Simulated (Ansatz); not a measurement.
`C[Si](C)(C)[CH2][Ga]([F])[Cl]` and `C[Si](C)(C)C` differ in one atom or group.

Ansatz, PBE0-D4/def2-TZVP geometries, multiplicity 1. Each molecule was computed in one conformer, which needn't be the lowest.

Scalar relativity is left out up to krypton.

| property | `C[Si](C)(C)[CH2][Ga]([F])[Cl]` |
| --- | --- |
| HOMO energy (PBE/def2-TZVPP) / eV | -7.15 |
| LUMO energy (PBE0/def2-TZVPP) / eV | -0.85 |
| size of the dipole moment (B3LYP/def2-TZVPP) / D | 3.77 |
| size of the dipole moment (ωB97M-V/def2-TZVPP) / D | 3.69 |
| HOMO energy (ωB97M-V/def2-TZVPP) / eV | -10.57 |
| HOMO–LUMO gap (B3LYP/def2-TZVPP) / eV | 7.05 |

(1) What does the change do to each property? (Best estimate.)

Results:

(1) The calculation gave: 
```json
{"property": "HOMO energy (PBE/def2-TZVPP) / eV", "`C[Si](C)(C)C`": "-6.99", "shift": "0.16"}
{"property": "LUMO energy (PBE0/def2-TZVPP) / eV", "`C[Si](C)(C)C`": "0.88", "shift": "1.73"}
{"property": "size of the dipole moment (B3LYP/def2-TZVPP) / D", "`C[Si](C)(C)C`": "0.00", "shift": "-3.77"}
{"property": "size of the dipole moment (ωB97M-V/def2-TZVPP) / D", "`C[Si](C)(C)C`": "0.00", "shift": "-3.69"}
{"property": "HOMO energy (ωB97M-V/def2-TZVPP) / eV", "`C[Si](C)(C)C`": "-10.57", "shift": "0.00"}
{"property": "HOMO–LUMO gap (B3LYP/def2-TZVPP) / eV", "`C[Si](C)(C)C`": "8.65", "shift": "1.60"}
```

With PBE0 the HOMO rises by 0.10 eV and the LUMO rises by 1.73 eV, so the gap widens by about 1.63 eV. PBE moves the HOMO by 0.16 eV and ωB97M-V by 0.00 eV.

B3LYP here is the variant with VWN-RPA as its local correlation; programs differ in this.
